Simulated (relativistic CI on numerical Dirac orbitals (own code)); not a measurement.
# Au³⁺ (5d8) in a crystal field

Calculated by Dirac-Coulomb-Breit CI, orbitals from a KLI potential per configuration, a model potential for QED, valence Slater integrals scaled by 0.75, one configuration in a parametric crystal field (own radial code).

Field parameters in Wybourne normalisation: D4h B²₀ = −7Ds, B⁴₀ = 21(Dq − Dt), B⁴₄ = 21√(5/14) Dq; Oh B⁴₀ = 21Dq, B⁴₄ = √(5/14) B⁴₀; Td as Oh with Dq negative (B⁴₀ = 21Dq, B⁴₄ = √(5/14) B⁴₀). The field is a parameter set, without covalency.

S is read from ⟨S²⟩ = S(S + 1).

Powder χT (cm³ K mol⁻¹) by Van Vleck's formula, with temperature-independent terms:

```
                                       Field      2 K      5 K    10 K    20 K    50 K  100 K  200 K  300 K
   D4h, 10Dq = 35450, Ds = 40, Dt = 490 cm⁻¹    0.136     0.34   0.676    1.16    1.51   1.58    1.6   1.61
D4h, 10Dq = 36050, Ds = -230, Dt = -220 cm⁻¹     0.96      1.2    1.39    1.48    1.52   1.52   1.53   1.54
  D4h, 10Dq = 36100, Ds = 750, Dt = 600 cm⁻¹    0.118    0.296    0.59    1.07    1.49   1.57    1.6   1.61
                       Oh, 10Dq = 18150 cm⁻¹     1.92     1.92    1.92    1.92    1.92   1.93   1.94   1.95
                       Oh, 10Dq = 32500 cm⁻¹     1.59     1.59    1.59    1.59    1.59   1.59    1.6   1.61
                       Oh, 10Dq = 37650 cm⁻¹     1.52     1.52    1.52    1.52    1.52   1.52   1.53   1.53
                       Td, 10Dq = -7600 cm⁻¹  0.00623   0.0156  0.0312  0.0623   0.156  0.312  0.623  0.934
                      Td, 10Dq = -19800 cm⁻¹  0.00316  0.00791  0.0158  0.0316  0.0791  0.158  0.316  0.474
```

(1) For D4h, 10Dq = 36050, Ds = -230, Dt = -220 cm⁻¹: what effective moment follows at 300 K?

## Answers

(1) μ_eff = √(8χT) = 3.51 μB. The ground level has S = 0.99; the spin-only moment for S = 1 is 2.83 μB. The difference comes from the orbital moment, spin-orbit mixing of terms and temperature-independent paramagnetism, all larger in this ionic model than in covalent complexes.
